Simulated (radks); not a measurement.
These are the eigenvalues of the occupied orbitals of an atom or ion with whole-number occupations (Ry). Method: Dirac Kohn-Sham, PBE, spin-unpolarised, spherical densities, finite nucleus; Fermi nuclear charge, rms radius of each element as measured or else 0.836 A^(1/3) + 0.57 fm; computed with a radial shooting solver on a logarithmic mesh with Libxc functionals.

1s1/2: -2845.818
2s1/2: -453.0769
2p1/2: -427.3294
2p3/2: -396.9654
3s1/2: -97.12375
3p1/2: -86.26529
3p3/2: -80.34742
3d3/2: -61.32382
3d5/2: -60.05782
4s1/2: -19.83258
4p1/2: -15.83655
4p3/2: -14.57776
4d3/2: -8.02586
4d5/2: -7.80729
5s1/2: -3.13554
5p1/2: -2.05994
5p3/2: -1.87878
5d3/2: -0.53532
5d5/2: -0.52119

Which element is it, and in what charge state? The configuration may be excited. Open shells, if any, are shared by 2j + 1.

Answer. Z = 57, lanthanum, charge +1: La+ in [Xe] 5d2. The list shows which subshells hold electrons but not how many an open one holds; the 1s level, -1422.9 hartree, gives Z - s = 53.3 by -(Z - s)^2/2, which with screening and relativity narrows Z to a few neighbours, and the depths of the outer levels then fix element, charge and occupations together.
